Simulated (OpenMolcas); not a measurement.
Br+: from CASSCF to CASPT2

```
Program             : OpenMolcas 26.06
Basis               : ANO-RCC-VTZP [6s5p3d1f]
Scalar Hamiltonian  : DKH2, point nucleus
Active space        : 4 electrons in 3 orbitals (4p)
State averaging     : 2S+1 = 3 even, 3 roots; 2S+1 = 1 even, 6 roots
Spin-orbit coupling : RASSI with atomic mean-field integrals over the reference wave functions, term energies averaged over their components
```

Methods on the same reference wave functions:
A. CASSCF
B. SS-CASPT2, IPEA 0.25 Eh, imaginary shift 0.1 Eh (closed shells correlated: 3d 4s)
C. XMS-CASPT2, IPEA 0.25 Eh, imaginary shift 0.1 Eh (closed shells correlated: 3d 4s)

Energies in eV above 4s² 4p⁴ ³P₂, the measured ground level; measured values from NIST Handbook of Basic Atomic Spectroscopic Data.

```
      Level       A       B       C  Measured
4s² 4p⁴ ³P₂  0.0000  0.0000  0.0000    0.0000
4s² 4p⁴ ³P₁  0.3519   0.357   0.358    0.3889
4s² 4p⁴ ³P₀  0.4565   0.451   0.450    0.4758
4s² 4p⁴ ¹D₂  1.7930   1.549   1.517    1.4989
4s² 4p⁴ ¹S₀  4.1671   3.612   3.552    3.4551
```

Deviations, from unrounded energies. A percentage is the sum of absolute deviations over the sum of measured energies, with the sign that they share, or ± where signs differ.

```csv
Against measurement,Levels,A,B,C
mean absolute deviation (cm-1),4,2100,530,350
fine structure of the ground term (%),2,-6.5,-6.6,-6.6
other terms of the ground configuration (%),2,+20.3,+4.2,+2.3
```

C lies closest to measurement on these levels and A furthest from it. The largest miss of C in the table is 4s² 4p⁴ ¹S₀, by +780 cm-1. The ranking rests on the paired levels alone, and a cruder setting can come out closer through cancelling errors.

Between B and C the level of the table that moves most is 4s² 4p⁴ ¹S₀, by 480 cm-1 (lowest in C, highest in B). Moves below CASPT2's spread within the term are not significant.

The mean deviations of B to C differ by less than CASPT2's widest spread within a term (790 cm-1), so their order carries little weight.

From A to B the spin-free energies of the other terms of 4s² 4p⁴ shown, above ³P, scale by factors of 0.84 to 0.85.

The lowest spin-free term lies below A's lowest term by 0.161 hartree in B, 0.165 hartree in C.

Term energies are means over components that CASPT2 splits; among the terms shown or strongly mixed into the levels shown the widest spread is 790 cm-1 (4s² 4p⁴ ¹D, C). With the s shell closed, the reference lacks s² → p² mixing. Without dynamic correlation excited terms often stand tens of per cent too high (terms of higher spin than the ground term too low), and those without a measured partner can miss by more than the paired ones (holds for A). Computed and measured levels are paired by configuration, term and J; levels that our copy of the source lacks, or whose pairing is in doubt (as where it misses far off the trend of its configuration), stay unpaired and out of the deviations. Only configurations of the active space appear.
